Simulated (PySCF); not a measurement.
## Zr⁺ (zirconium, charge +1) across methods

[Kr] 4d1 5s2, 2D determinant (an excited configuration). Calculation: PySCF 2.14, in ANO-R3; scalar relativity by spin-free X2C-1e.

```csv
method,E (hartree),mean ε 4d α (eV),mean ε 5s α (eV),mean ε 5s β (eV),Σ⟨r²⟩ (bohr²),⟨S²⟩
PBE0,-3597.65,-13.908,-11.783,-11.415,50.49,0.763
PBE,-3597.57,-12.553,-11.142,-10.770,50.34,0.760
r2SCAN,-3597.94,-13.135,-11.252,-10.847,51.07,0.768
TPSS,-3597.82,-12.800,-11.134,-10.739,50.66,0.760
LDA,-3593.51,-12.362,-11.318,-10.957,49.96,0.757
B97-3,-3597.70,-13.870,-11.643,-11.310,50.52,0.763
```
